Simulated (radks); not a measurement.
Spherical quantum dot in the effective-mass picture: electrons in a hard-walled sphere of radius 1.69, with a point charge +2 (a donor) at the centre, all in effective atomic units (hartree* = m*/eps^2 hartree, bohr* = eps/m* bohr), one dielectric constant everywhere. Method: non-relativistic Kohn-Sham, LDA (Slater exchange, Perdew-Wang correlation), spin-polarised, spherical densities; computed with a radial shooting solver with Libxc functionals. Levels are named by radial order and angular momentum (1s, 1p, 1d, 2s, ...), and open shells are averaged over m.

N = 27, configuration 1s2 1p6 1d10 2s2 1f(up 7, down 0). This is the lowest configuration that the search found. Occupied and some empty levels:

| level | occupation | eigenvalue (hartree*) | <r> (bohr*) |
|---|---|---|---|
| 1s up | 1 | 21.076 | 0.9507 |
| 1s down | 1 | 21.218 | 0.9377 |
| 1p up | 3 | 22.476 | 1.105 |
| 1p down | 3 | 22.658 | 1.101 |
| 1d up | 5 | 24.322 | 1.170 |
| 1d down | 5 | 24.518 | 1.168 |
| 2s up | 1 | 25.199 | 0.7377 |
| 2s down | 1 | 25.284 | 0.7462 |
| 1f up | 7 | 26.695 | 1.216 |
| 1f down | 0 | 26.898 | 1.215 |
| 1g up | 0 | 29.568 | 1.251 |
| 2p up | 0 | 29.572 | 0.8690 |
| 2p down | 0 | 29.671 | 0.8693 |
| 1g down | 0 | 29.775 | 1.251 |
| 2d up | 0 | 33.616 | 0.9555 |
| 2d down | 0 | 33.736 | 0.9548 |

Energy (hartree*): total 374.014, kinetic 163.08, external -56.001, Hartree 293.70, exchange-correlation -26.770.

Electron density:

| r (bohr*) | n(r) (e/bohr*^3) |
|---|---|
| 0.130 | 5.671 |
| 0.257 | 3.412 |
| 0.383 | 2.112 |
| 0.509 | 1.464 |
| 0.636 | 1.297 |
| 0.762 | 1.485 |
| 0.888 | 1.887 |
| 1.01 | 2.299 |
| 1.14 | 2.461 |
| 1.27 | 2.162 |
| 1.39 | 1.405 |
| 1.52 | 0.5375 |
| 1.65 | 0.03628 |
